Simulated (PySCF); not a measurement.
Excitation energy of Kr²⁺ by level of theory

Kr²⁺ [Ar] 3d10 4s2 4p4 (3P) → Kr²⁺ [Ar] 3d10 4s2 4p3 5s1 (5S), as a difference of total energies. All numbers are calculated (PySCF 2.14, scalar relativity through the core potential, in aug-cc-pVDZ-PP with ECP10MDF). Correlated levels: valence: 3s2 3p6 3d10 frozen. The calculations carry no spin-orbit coupling.

```tsv
method	excitation energy (eV)
UHF	17.128
LDA	17.594
PBE	17.457
PBE0	17.650
r2SCAN	18.073
r2SCAN0	18.026
B3LYP	17.779
BP86	17.658
TPSS	17.855
MP2 (valence)	17.119
SCS-MP2 (valence)	17.267
```

The promoted electron is Rydberg-like, and one or two diffuse shells describe it only roughly, which tends to raise the upper state.
